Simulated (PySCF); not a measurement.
HO3Ta, multiplicity 1. Atoms are numbered in the order given.

```xyz
5

Ta     0.0538     0.1714     0.0000
O      0.8000    -0.5717     1.3795
O      0.8000    -0.5717    -1.3795
O     -1.7958    -0.2877     0.0000
H     -2.3572    -1.0658     0.0000
```
Charge 0, spin multiplicity 1.

Geometry: PBE0-D3(BJ)/def2-SVP. The geometry has at least one imaginary mode, so it is a saddle point at that level. The multiplicity is an assumed one; other spin states were not compared. The def2 effective core potentials stand for the cores of Ta; spin–orbit coupling is left out. Other conformers were not sampled.

Method: PBE0/def2-TZVPD in PySCF.

Mulliken values depend strongly on the basis, most of all with diffuse functions as here. ESP charges are fitted to the potential on shells at 1.4 to 2.0 van der Waals radii. Atomic charges (e):

```csv
atom,Mulliken,ESP fit
Ta1,1.60,…
O2,-0.61,…
O3,-0.61,…
O4,-0.66,…
H5,0.29,…
```

Task: What belongs in the gaps? (The exact figures need the calculation; the answer reports its results.)

Result: 
- Ta1, ESP fit: 1.98
- O2, ESP fit: -0.76
- O3, ESP fit: -0.76
- O4, ESP fit: -0.95
- H5, ESP fit: 0.48
